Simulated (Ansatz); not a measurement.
Compare A (`[NH2][Al]([NH2])[SiH2][SiH3]`) with its isomer B (`N[Si](N)([AlH2])[SiH3]`).

Calculated with Ansatz (gas phase, PBE0-D4/def2-TZVP geometries, no zero-point term in ΔE). CCSD(T)/CBS adds triple-zeta CCSD(T) − MP2 to the extrapolated MP2 energy (def2 sets, frozen cores). DFT in def2-TZVPP. One conformer a species, not always the lowest.

Q: Which is lower in electronic energy at CCSD(T)/CBS, and by how much? (Estimate.)

A: Computed: A, by 29.6 kcal/mol.

Q: Give E(B) − E(A) in kcal/mol with MP2/def2-TZVPP, r2SCAN-D4, PBE0-D4, HF/def2-TZVPP, PBE-D4, B2PLYP, CCSD/def2-TZVPP. (Best estimate.)

A: Ansatz gave: MP2/def2-TZVPP 30.7, r2SCAN-D4 30.3, PBE0-D4 28.4, HF/def2-TZVPP 28.6, PBE-D4 28.2, B2PLYP 30.3, CCSD/def2-TZVPP 30.3. None reverses the order clearly.

Largest T1 diagnostic: 0.013.

In def2-TZVPP, CCSD(T) changes the Hartree–Fock value by +1.8 kcal/mol (the triples alone add +0.0 kcal/mol) and MP2 by +2.2 kcal/mol. The D4 term adds −1.4 kcal/mol with B3LYP and −0.7 kcal/mol with PBE0; it sums over pairs of atoms, weighted by their polarisabilities, and B3LYP, whose exchange is more repulsive, gets the larger term.

B3LYP here is the variant with VWN-RPA as its local correlation; programs differ in this.
